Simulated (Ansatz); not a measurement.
`O[SiH](F)[AlH2]` → `[AlH3]` + `O[Si]F` at 700 K and 1 bar (silylene formation by 1,1-elimination).

Program: Ansatz. Geometries: PBE0-D4/def2-TZVP. ΔE: electronic, gas phase. CCSD(T)/CBS is the MP2 limit (def2-TZVPP, def2-QZVPP) plus CCSD(T) − MP2 in def2-TZVPP, frozen cores. This one scheme is used for every species. Each species was taken in one conformer, which may not be the lowest.

```tsv
species	CCSD(T)/CBS energy (Eh)	H − E (kJ/mol)	S (J/(mol·K))
`O[SiH](F)[AlH2]`	-708.55508	175.3	451.9
`[AlH3]`	-243.78045	80.2	251.4
`O[Si]F`	-464.72778	80.2	319.6
```

H − E and S are ideal-gas, rigid-rotor, harmonic terms from PBE0-D4/def2-TZVP, for one conformer and one mirror image of each species. 1 Eh = 2625.50 kJ/mol, R = 8.31446 J/(mol·K).

Question: By hand: ΔE, ΔH, ΔS and ΔG.

Answer: ΔE = (-243.78045) + (-464.72778) − (-708.55508) = 0.04685 Eh = 123.0 kJ/mol. Δ(H − E) = 80.2 + 80.2 − 175.3 = -14.9, so ΔH = 108.1 kJ/mol. ΔS = 251.4 + 319.6 − 451.9 = 119.1 J/(mol·K). ΔG = 108.1 − 700 × (119.1)/1000 = 24.7 kJ/mol.

Question: By hand: the equilibrium constant, and the temperature at which ΔG would vanish if ΔH and ΔS stayed fixed.

Answer: log₁₀ K = −ΔG/(RT ln 10) = -1.8. ΔG = 0 at ΔH/ΔS = 908 K.

The number of gas molecules changes by +1, which sets the sign of ΔS. A doubt of 5 kJ/mol in ΔE shifts log₁₀ K by 0.4 here. Other conformers and mirror images would add mixing entropy, several J/(mol·K) or more a flexible species. Modes under 60 cm⁻¹, often nearly free rotors, make the harmonic entropy too high. These are equilibria of isolated gas molecules and say nothing of rates. Largest T1 diagnostic: 0.015 (customary marks: 0.02 for closed shells, 0.045 for open ones).
